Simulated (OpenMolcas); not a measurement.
## Ru3+: moving or changing the point charges

Ru3+ among 8 point charges of -1.2 e arranged as a cube (Oh), 2.12 Å from the ion.
```
   1.2240    1.2240    1.2240  -1.20
   1.2240    1.2240   -1.2240  -1.20
   1.2240   -1.2240    1.2240  -1.20
   1.2240   -1.2240   -1.2240  -1.20
  -1.2240    1.2240    1.2240  -1.20
  -1.2240    1.2240   -1.2240  -1.20
  -1.2240   -1.2240    1.2240  -1.20
  -1.2240   -1.2240   -1.2240  -1.20
```

```json
{
  "Program": "OpenMolcas 26.06",
  "Method": "CASSCF",
  "Basis": "ANO-RCC-VTZP [7s6p4d2f1g]",
  "Scalar Hamiltonian": "DKH2, point nucleus",
  "Active space": "5 electrons in 5 orbitals (4d)",
  "State averaging": "2S+1 = 6 even, 1 root; 2S+1 = 4 even, 24 roots; 2S+1 = 2 even, 75 roots",
  "Spin-orbit coupling": "state interaction with AMFI integrals over the reference wave functions"
}
```

Runs around this geometry, states (labels of O, the rotations of Oh). Energies in cm-1 above the lowest state or level, χT in cm3 K/mol; 10Dq and B are least-squares fits to the states below 45000 cm-1, weighted by degeneracy, with a free offset, and given where the rms deviation is under 5 % of |10Dq| (or 100 cm-1) and under 700 cm-1; 10Dq is negative for this site.

```tsv
R (Å)	q (e)	Ground state	10Dq	B (rms of fit)	First gap with spin-orbit (degeneracies)	χT at 300 K	First state of another spin
2.12	-0.96	6A1	-3262	914 (65)	25942 (6, 4)	4.375	4T1 26148
2	-1.2	6A1	-5428	914 (113)	23994 (6, 4)	4.374	4T1 24217
2.12	-1.2	6A1	-4074	916 (87)	25253 (6, 4)	4.375	4T1 25467
2.27	-1.2	6A1	-2914	917 (63)	26222 (6, 4)	4.375	4T1 26425
```

Taking |10Dq| as R^-n, n = -ln(2914 / 5428) / ln(2.27 / 2) = 4.9 between the shortest and longest distance. The point-charge formula for a cubic d site gives n = 5.

Scaling the charges by -0.96 / -1.2 = 0.80 scales |10Dq| by 3262 / 4074 = 0.80; with fixed orbitals a first-order splitting would follow the charge.

Without dynamic correlation the repulsion within the d shell is too large (B by tens of per cent), so at a given field states of lower spin stand too high. Point charges give a weaker field than real ligands, and real ions of this kind are as a rule low spin; the high spin found here belongs to the model. Point charges carry no covalency, so the field is a model and not that of real ligands. No measured value stands beside these numbers.
